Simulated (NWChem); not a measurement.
# Atomisation of HBF₂Se

```xyz
5

B     -0.1898     0.9441     0.0000
F     -1.4354     1.3722     0.0000
F      0.7796     1.8364     0.0000
Se     0.1541    -0.9650     0.0000
H      1.6124    -0.7872     0.0000
```
Charge 0, spin multiplicity 1.

All runs are NWChem calculations. All single points use one geometry, from PBE0/def2-SVP, a minimum by its harmonic frequencies. It is one conformer; others weren't searched.

Basis set: def2-TZVP. The atomisation energy is electronic alone: no zero-point, thermal, spin-orbit or counterpoise terms. No value is extrapolated to the basis-set limit. Free atoms are single determinants with multiplicities B 2, F 2, Se 3, H 2.

The Hamiltonian is non-relativistic. B3LYP has NWChem's definition, with VWN1-RPA local correlation. The structure started from a generated list of species. The stability of the SCF solutions was not checked. Open-shell Hartree-Fock references start from PBE0 orbitals.

**Question.** Order these methods by the atomisation energy they give, lowest first: BHandHLYP, B3LYP, PBE, LC-wPBE (omega 0.3 per bohr), PBE0, HF.

**Answer.** HF (348.8 kcal/mol), BHandHLYP (448.1 kcal/mol), B3LYP (466.2 kcal/mol), PBE0 (470.3 kcal/mol), LC-wPBE (omega 0.3 per bohr) (475.9 kcal/mol), PBE (484.4 kcal/mol)
